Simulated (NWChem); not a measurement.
Relativistic effects in SSn

```xyz
2

Sn     0.0000     0.0000     0.5388
S      0.0000     0.0000    -1.6838
```
Charge 0, spin multiplicity 1.

Everything below was run with NWChem. All single points use one geometry, from PBE0/def2-SVP with def2 effective core potentials on Sn, a minimum by its harmonic frequencies.

Functional PBE0, all-electron basis x2c-SVPall-2c, contracted for the X2C Hamiltonian and used here with ZORA. The ion keeps the geometry and has multiplicity 2 in the scalar run; the spin-orbit run starts from the same electron counts.

The cost column gives rough processor time relative to scalar ZORA; each entry includes its own SCF.

The structure started from a generated list of species. The stability of the SCF solutions was not checked.

| Hamiltonian | ΔSCF ionisation energy (eV) | HOMO (eV) | LUMO (eV) | gap (eV) | relative cost |
|---|---|---|---|---|---|
| scalar ZORA | 9.69 | -7.29 | -2.44 | 4.85 | 1 |
| spin-orbit ZORA | [?] | [?] | [?] | [?] | under 3 |

**Question.** Complete the blanks.

**Answer.** 
- spin-orbit ZORA, ΔSCF ionisation energy (eV): 9.74
- spin-orbit ZORA, HOMO (eV): -7.25
- spin-orbit ZORA, LUMO (eV): -2.56
- spin-orbit ZORA, gap (eV): 4.69
